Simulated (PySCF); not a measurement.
A structure optimised at B3LYP-D3(BJ)/def2-SVP, used in a PySCF frequency run:

```
Ta
F 1 1.8832
F 1 1.8832 2 112.34
O 1 1.8854 2 109.78 3 -122.45
H 4 0.9654 1 137.28 2 -118.02
S 1 2.1703 2 108.39 4 -117.82
```
Charge 0, spin multiplicity 1.

Task: Write its SMILES, formula and point group.

Result: [OH][Ta]([F])([F])=[S], F2HOSTa, Cs

Task: What are its rotational constants (standard atomic weights)?

Result: 2.8099, 2.0085, 1.9608 GHz
